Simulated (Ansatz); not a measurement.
`C[O][Sn]([F])([O]C)[C](C)(C)C` at its PBE0-D4/def2-TZVP geometry, where that method's forces vanish. Charge 0, multiplicity 1. Sn: def2 effective core potential.

```
atom    x (Å)    y (Å)    z (Å)
  C1   1.6972  -1.9392  -2.3576
  O2   1.6630  -1.1566  -1.1832
 Sn3  -0.0295  -0.5809  -0.4149
  F4  -0.9879  -2.1739   0.1152
  O5  -1.0883   0.0830  -1.9167
  C6  -2.4618  -0.2086  -2.0457
  C7   0.2749   0.7065   1.2853
  C8   1.0307  -0.0902   2.3398
  C9  -1.0913   1.1358   1.8019
 C10   1.0867   1.9093   0.8240
 H11   1.0937  -1.5059  -3.1633
 H12   1.3476  -2.9616  -2.1739
 H13   2.7352  -1.9898  -2.6978
 H14  -2.7600   0.0217  -3.0725
 H15  -3.0747   0.4035  -1.3713
 H16  -2.6901  -1.2618  -1.8502
 H17   2.0093  -0.4186   1.9819
 H18   1.1946   0.5451   3.2195
 H19   0.4727  -0.9706   2.6670
 H20  -1.6974   0.2835   2.1186
 H21  -1.6546   1.7003   1.0544
 H22  -0.9573   1.7881   2.6739
 H23   1.2590   2.5748   1.6793
 H24   0.5656   2.4880   0.0572
 H25   2.0627   1.6182   0.4290
```

(1) For each bond, give half the difference of the two atoms' forces along it (eV/Å; positive pushes the atoms apart) under PBE-D4, r2SCAN-D4, B3LYP-D4, ωB97M-V in def2-TZVPP. (Estimate.)

## Answers

(1) Computed: 
| bond | length (Å) | PBE-D4 | r2SCAN-D4 | B3LYP-D4 | ωB97M-V |
| --- | --- | --- | --- | --- | --- |
| C1–O2 | 1.412 | 0.24 | 0.28 | 0.26 | 0.32 |
| C1–H11 | 1.096 | 0.06 | -0.07 | -0.09 | -0.10 |
| C1–H12 | 1.096 | 0.07 | -0.06 | -0.09 | -0.11 |
| O2–Sn3 | 1.946 | 0.28 | 0.06 | 0.08 | -0.09 |
| Sn3–O5 | 1.954 | 0.27 | 0.04 | 0.09 | -0.08 |
| O5–C6 | 1.410 | 0.22 | 0.27 | 0.26 | 0.33 |
| C6–H14 | 1.094 | 0.11 | -0.05 | -0.11 | -0.12 |
| C6–H15 | 1.098 | 0.07 | -0.06 | -0.09 | -0.11 |
| C7–C10 | 1.523 | -0.03 | 0.05 | 0.11 | 0.15 |
| C8–H18 | 1.097 | 0.13 | 0.00 | -0.06 | -0.09 |
| C8–H19 | 1.093 | 0.09 | -0.04 | -0.08 | -0.06 |
| C9–H20 | 1.093 | 0.09 | -0.04 | -0.08 | -0.06 |
| C9–H21 | 1.093 | 0.09 | -0.04 | -0.08 | -0.06 |
| C10–H25 | 1.092 | 0.09 | -0.04 | -0.08 | -0.06 |

B3LYP here is the variant with VWN-RPA as its local correlation; programs differ in this.
